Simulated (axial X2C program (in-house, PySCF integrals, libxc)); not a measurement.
MnF⁻: from the spin-free to the two-component result

Calculated with an in-house relativistic program for diatomic molecules. Spin-free means the one-electron spin-free X2C Hamiltonian; two-component (2c) means X2C with spin–orbit coupling and atomic mean-field two-electron Coulomb and Gaunt terms, so the difference of the two also holds small scalar two-electron terms. Basis: Mn dyall-acv3z [10s11p7d4f2g], F dyall-av3z [7s6p3d2f] (cores contracted in-house); Gaussian nuclei, density fitting, unrestricted open shells. Masses: Mn 54.938 u, F 18.998 u.

Spin-free state: M_S = 5/2, Λ = 0 (beyond evenly filled blocks: σα, π+α, π-α, δ+α, δ-α); fragments Mn + F- for PBE0, B3LYP; Mn- + F for HF.

| level | Re (Å) | ωe (cm⁻¹) | De (eV) | μ (D) |
| --- | --- | --- | --- | --- |
| PBE0 | 1.888 | 506.7 | 4.166 | 1.66 |
| HF | 1.922 | 507.1 | n/a | 3.24 |
| B3LYP | 1.899 | 494.4 | 2.392 | 1.35 |

Dipoles are positive if F is the positive end and refer to the centre of mass.

Two-component determinant lowest at the distance of the search:

Ω = 5/2 (⟨Sz⟩ = 2.50, ⟨Lz⟩ = 0.00 at PBE0); fragments Mn + F- for PBE0, B3LYP; Mn- + F for HF.

```tsv
level	Re (Å)	ωe (cm⁻¹)	De (eV)	μ (D)
PBE0	1.889	506.6	4.160	1.66
HF	1.922	506.8	n/a	3.23
B3LYP	1.900	494.3	2.391	1.35
```

(1) From the two tables, how do the constants change at the PBE0 level (2c against spin-free)?

One determinant describes the state; a PBE0 search over occupations chose it and may have missed a lower one. De is counted from the lowest determinant-based energies of the atoms at the same level, without counterpoise correction. De is not given where an atomic determinant may have missed its ground term or J level, or where the truncated virtual space spoils (T). Density functionals use the spin component along the axis (collinear). With several unpaired electrons one determinant need not be a pure state. The highest occupied level of some functionals is positive through self-interaction error; at Hartree–Fock it is bound. This is the top spin component of a Σ state; components of lower Ω are not single determinants and can lie lower. The determinant is spin-polarised beyond a pure state at some levels (its spin-free form has ⟨S²⟩ too high), which makes Re and μ there less reliable.

Results:

(1) At the PBE0 level Re is unchanged within 0.001 Å and ωe is unchanged to within 0.2 cm⁻¹; De changes by -0.006 eV.
